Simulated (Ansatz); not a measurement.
Relaxation of a periodic cell of 20 atoms, HN$_{2}$F (contents 5 N2 + 5 HF, density as packed 0.79 g/cm³ with natural masses), to a largest force component of 0.3 eV/Å in at most 15 steps.

The calculation used DFT PBE-D3(BJ), scalar-relativistic, plane waves, PAW (Ansatz 0.2.0). Settings: accuracy low, cutoff 420 eV, k mesh 1x1x1, fermi-dirac smearing 0.02 eV, no spin polarisation.

```xyz
20
Lattice="7.9686 0.0000 0.0000 0.0000 7.9686 0.0000 0.0000 0.0000 7.9686" Properties=species:S:1:pos:R:3
N 5.851 6.442 2.480
N 6.013 5.728 1.619
N 2.384 3.113 2.983
N 1.437 2.978 3.584
N 4.684 2.645 1.802
N 5.049 1.654 2.202
N 5.778 3.122 7.115
N 6.581 3.824 6.742
N 1.091 0.449 1.808
N 0.945 0.817 0.750
F 3.029 2.359 6.134
H 2.765 1.464 6.091
F 6.999 7.476 6.279
H 7.000 6.582 6.552
F 3.903 5.322 4.623
H 3.269 4.746 4.251
F 3.563 6.458 1.939
H 3.591 6.530 1.008
F 1.044 3.547 0.721
H 0.587 4.119 0.141
```

Problem. Where does it end, and by what steps?

Solution. The forces met the threshold. The threshold is loose, so the end isn't yet a minimum. Limits of this set-up: coarse k mesh, low accuracy level. After 14 steps the energy has fallen by 1.794 eV; H18 moved furthest, 1.67 Å.

| step | energy less start (eV) | largest force component (eV/Å) | accepted |
| --- | --- | --- | --- |
| 0 | 0.0000 | 3.303 | yes |
| 1 | -0.6719 | 1.199 | yes |
| 2 | -0.7335 | 2.530 | yes |
| 3 | -0.8422 | 3.919 | yes |
| 4 | -1.0549 | 2.108 | yes |
| 5 | -1.1754 | 1.154 | yes |
| 6 | -1.2529 | 1.272 | yes |
| 7 | -1.3651 | 0.896 | yes |
| 8 | -1.4361 | 2.222 | yes |
| 9 | -1.5516 | 1.085 | yes |
| 10 | -1.6500 | 1.079 | yes |
| 11 | -1.6857 | 2.206 | yes |
| 12 | -1.7374 | 1.145 | yes |
| 13 | -1.7552 | 1.519 | yes |
| 14 | -1.7938 | 0.174 | yes |

```xyz
20
Lattice="7.9686 0.0000 0.0000 0.0000 7.9686 0.0000 0.0000 0.0000 7.9686" Properties=species:S:1:pos:R:3
N 6.209 6.075 2.623
N 6.507 5.610 1.668
N 2.386 4.363 4.029
N 1.481 3.858 3.661
N 4.683 2.454 1.933
N 5.360 1.585 1.990
N 6.287 3.037 6.287
N 7.085 3.547 6.848
N 0.881 0.592 1.420
N 1.445 0.974 0.555
F 2.628 2.215 6.197
H 2.327 1.781 6.976
F 6.889 6.526 6.014
H 6.042 6.252 5.690
F 4.496 5.433 5.480
H 3.831 5.119 4.877
F 2.860 6.105 1.365
H 2.308 5.464 0.941
F 1.321 4.186 0.407
H 0.540 4.197 -0.137
```

The run took 21 s on 1 thread of Intel(R) Xeon(R) 6975P-C (Granite Rapids), with other jobs on the host, peak memory 0.48 GiB.
